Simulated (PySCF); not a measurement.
**Assignment exercise: C₆H₁₁N₃**

Molfile (atoms numbered from 1):
```
C6H11N3
     RDKit          3D

 20 20  0  0  0  0  0  0  0  0999 V2000
   -1.0171    1.2116   -0.7516 C   0  0  0  0  0  0  0  0  0  0  0  0
   -0.5012   -0.0287   -0.0142 C   0  0  0  0  0  0  0  0  0  0  0  0
   -1.0064   -0.0464    1.4323 C   0  0  0  0  0  0  0  0  0  0  0  0
   -0.9683   -1.2904   -0.7389 C   0  0  0  0  0  0  0  0  0  0  0  0
    0.9544    0.0199    0.0062 N   0  0  0  0  0  0  0  0  0  0  0  0
    1.7283    0.9939    0.5636 C   0  0  0  0  0  0  0  0  0  0  0  0
    2.9888    0.7313    0.4061 N   0  0  0  0  0  0  0  0  0  0  0  0
    3.0810   -0.4285   -0.2627 N   0  0  0  0  0  0  0  0  0  0  0  0
    1.8750   -0.8477   -0.4982 C   0  0  0  0  0  0  0  0  0  0  0  0
   -2.1016    1.1816   -0.8131 H   0  0  0  0  0  0  0  0  0  0  0  0
   -0.6133    1.2464   -1.7613 H   0  0  0  0  0  0  0  0  0  0  0  0
   -0.7267    2.1228   -0.2348 H   0  0  0  0  0  0  0  0  0  0  0  0
   -0.5978   -0.9026    1.9651 H   0  0  0  0  0  0  0  0  0  0  0  0
   -0.7130    0.8575    1.9600 H   0  0  0  0  0  0  0  0  0  0  0  0
   -2.0907   -0.1158    1.4451 H   0  0  0  0  0  0  0  0  0  0  0  0
   -2.0547   -1.3181   -0.7480 H   0  0  0  0  0  0  0  0  0  0  0  0
   -0.6090   -2.1842   -0.2342 H   0  0  0  0  0  0  0  0  0  0  0  0
   -0.6197   -1.2984   -1.7691 H   0  0  0  0  0  0  0  0  0  0  0  0
    1.3440    1.8585    1.0633 H   0  0  0  0  0  0  0  0  0  0  0  0
    1.6429   -1.7522   -1.0187 H   0  0  0  0  0  0  0  0  0  0  0  0
  1  2  1  0
  2  3  1  0
  2  4  1  0
  2  5  1  0
  5  6  1  0
  6  7  2  0
  7  8  1  0
  8  9  2  0
  9  5  1  0
  1 10  1  0
  1 11  1  0
  1 12  1  0
  3 13  1  0
  3 14  1  0
  3 15  1  0
  4 16  1  0
  4 17  1  0
  4 18  1  0
  6 19  1  0
  9 20  1  0
M  END
```

Computed data (PySCF 2.14): PBE0/pcSseg-1 with gauge-including orbitals, geometry: GFN2-xTB. Non-relativistic Hamiltonian, averaged over atoms made equivalent by symmetry, fast rotation or ring inversion, in vacuum, a single conformation.

Scale: $^{13}$C (σ = 186.93 ppm), $^{1}$H (σ = 31.72 ppm) vs TMS (reference shieldings calculated alike).

Q: Assign these signals to the numbered atoms. $^{13}$C{$^{1}$H} NMR (computed): δ 142.5, 52.9, 32.8.

A: 
| δ (ppm) | atoms | environment | reason |
| --- | --- | --- | --- |
| 142.5 | C6/C9 | aromatic CH between two ring heteroatoms | – |
| 52.9 | C2 | fully substituted sp3 carbon bonded to N | the inductive effect lowers its shielding |
| 32.8 | C1/C3/C4 | methyl carbon | a saturated carbon with 1 carbon neighbour and no heteroatom attached |

Q: Assign these signals to the numbered atoms. $^{1}$H NMR (600 MHz, computed): δ 7.95 (s, 2H), 1.58 (s, 9H).

A: 
| δ (ppm) | atoms | environment | reason |
| --- | --- | --- | --- |
| 7.95 | H19/H20 | hydrogen on an aromatic CH between two ring heteroatoms | it sits in the deshielding region of the aromatic ring current |
| 1.58 | H10/H11/H12/H13/H14/H15/H16/H17/H18 | hydrogen on a methyl carbon | – |

Shifts are as computed. Against solution values, carbons near 30 ppm lie about +3 ppm off and those near 130 ppm about +5 ppm. Of 1211 compounds with measured shifts, 218 miss one by over three times the rms of a fit or turn the order of signals round; such compounds aren't used in these exercises. No couplings were computed; multiplicities are counted from neighbouring protons, with m where these are inequivalent, close in shift, in a saturated or five-membered ring or joined by F or P, and br s for small geminal =CH2 splittings.
